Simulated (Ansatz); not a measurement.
`[F][Ga]([F])[O][SiH3]` + HI → `[F][Ga]([F])[I]` + `O[SiH3]` at 400 K and 1 bar (ligand exchange at a Ga–O bond).

Calculated with Ansatz (gas phase, PBE0-D4/def2-TZVP geometries, no zero-point term in ΔE). CCSD(T)/CBS is the MP2 limit (def2-TZVPP, def2-QZVPP) plus CCSD(T) − MP2 in def2-TZVPP, frozen cores. def2 core potentials past Kr. For Ga, I outer-core shells are correlated without core-valence functions, which leaves a few kJ/mol of doubt a bond. Scalar relativity is left out up to krypton. One conformer a species, not always the lowest.

| species | CCSD(T)/CBS energy (Eh) | H − E (kJ/mol) | S (J/(mol·K)) |
| --- | --- | --- | --- |
| `[F][Ga]([F])[O][SiH3]` | -2489.72997 | 123.0 | 421.6 |
| HI | -298.03592 | 25.7 | 215.0 |
| `[F][Ga]([F])[I]` | -2421.09887 | 37.0 | 354.2 |
| `O[SiH3]` | -366.69042 | 120.0 | 276.4 |

H − E and S are ideal-gas, rigid-rotor, harmonic terms from PBE0-D4/def2-TZVP, for one conformer and one mirror image of each species. 1 Eh = 2625.50 kJ/mol, R = 8.31446 J/(mol·K).

**Question.** By hand: ΔE, ΔH, ΔS and ΔG.

**Answer.** ΔE = (-2421.09887) + (-366.69042) − (-2489.72997) − (-298.03592) = -0.02340 Eh = -61.4 kJ/mol. Δ(H − E) = 37.0 + 120.0 − 123.0 − 25.7 = 8.3, so ΔH = -53.1 kJ/mol. ΔS = 354.2 + 276.4 − 421.6 − 215.0 = -6.0 J/(mol·K). ΔG = -53.1 − 400 × (-6.0)/1000 = -50.7 kJ/mol.

**Question.** By hand: the equilibrium constant, and the temperature at which ΔG would vanish if ΔH and ΔS stayed fixed.

**Answer.** log₁₀ K = −ΔG/(RT ln 10) = 6.6. ΔG = 0 at ΔH/ΔS = 8850 K, far beyond where these terms or the molecules hold.

The number of gas molecules stays the same, so ΔS is small and ΔH decides. A doubt of 5 kJ/mol in ΔE shifts log₁₀ K by 0.7 here. Other conformers and mirror images would add mixing entropy, several J/(mol·K) or more a flexible species. Modes under 60 cm⁻¹, often nearly free rotors, make the harmonic entropy too high. These are equilibria of isolated gas molecules and say nothing of rates. Largest T1 diagnostic: 0.014 (customary marks: 0.02 for closed shells, 0.045 for open ones).
